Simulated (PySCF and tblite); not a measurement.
Results of a calculation; reference values are marked as such.
Conformer ensemble of C4H7FO2, numbered as in [F:1][CH:2]1[CH2:3][O:4][CH2:5][O:6][CH2:7]1

Level: PBE0-D3(BJ)/def2-TZVP//PBE0-D3(BJ)/def2-SVP, thermal terms from GFN2-xTB, symmetry numbers and mirror pairs counted. Conformers within 4 kcal/mol (GFN2-xTB free energy) were kept, 5 at most. GIAO shieldings: PBE0/pcSseg-1. Shifts are against TMS (¹H), TMS (¹³C), CFCl3 (¹⁹F) at the same level; of two unlike H on one atom, a is the less shielded. (PySCF 2.14, tblite 0.8.)

The 6-ring runs over atoms 2–3–4–5–6–7. Of a mirror pair one member is shown.

| conformer | shape | symmetry | E(GFN2) kcal/mol | E(DFT) kcal/mol | G(298.15 K) kcal/mol | weight % | dipole D |
| --- | --- | --- | --- | --- | --- | --- | --- |
| 1 | 6-ring chair (all substituents equatorial) | Cs | 0.00 | 0.00 | 0.00 | 57.9 | 0.74 |
| 2 | 6-ring chair (F1 axial) | Cs | 3.13 | 0.32 | 0.19 | 41.9 | 3.00 |
| 3 | 6-ring twist-boat (ring torsions 66, -35, -32, 69, -34, -28°) | C1 (pair) | 3.91 | 4.05 | 3.21 | 0.3 | 1.25 |

Weights (%) against temperature:

```tsv
T (K)	1	2	3	S(mix) cal/mol/K
220	61.2	38.8	0.0	1.33
260	59.2	40.6	0.1	1.36
298.15	57.9	41.9	0.3	1.39
340	56.7	42.8	0.5	1.43
380	55.7	43.4	1.0	1.47
```

Averaged shifts at 298.15 K. ¹H: 4.70 (H5a, 1H), 4.55 (H5b, 1H), 4.04 (H2, 1H), 3.87 (H3a/H7a, 2H), 3.58 (H3b/H7b, 2H) ppm. ¹³C: 94.4 (C5), 82.4 (C2), 70.6 (C3/C7) ppm. ¹⁹F: -220.7 (F1) ppm.

Coordinates of conformer 1 (Å):

```xyz
14

F    -2.289   -0.330    0.534
C    -1.149   -0.200   -0.220
C    -0.534    1.171    0.014
O     0.712    1.246   -0.630
C     1.571    0.238   -0.205
O     1.077   -1.035   -0.472
C    -0.142   -1.265    0.186
H    -1.407   -0.317   -1.286
H    -0.430    1.324    1.109
H    -1.172    1.972   -0.384
H     1.761    0.344    0.889
H     2.509    0.350   -0.763
H    -0.017   -1.225    1.289
H    -0.490   -2.272   -0.083
```

Coordinates of conformer 2 (Å):

```xyz
14

F     1.512   -0.759   -1.360
C     1.155   -0.257   -0.131
C     0.555    1.126   -0.304
O    -0.720    1.063   -0.886
C    -1.569    0.226   -0.173
O    -1.112   -1.085   -0.121
C     0.134   -1.176    0.516
H     2.062   -0.200    0.498
H     1.192    1.733   -0.962
H     0.510    1.620    0.691
H    -2.536    0.218   -0.692
H    -1.700    0.619    0.864
H     0.468   -2.220    0.447
H     0.048   -0.908    1.591
```

Unscaled ¹⁹F shifts at such levels can be off by tens of ppm; differences between conformers or isomers are more reliable. Shifts are unscaled: against experiment ¹³C can be off by 15 ppm or more and ¹H by 0.8 ppm.

Search and properties took 73 s on 1 thread of Arm Neoverse V2 (shared host) (rough), launched as `OMP_NUM_THREADS=1 python ens_run.py task.json out`.
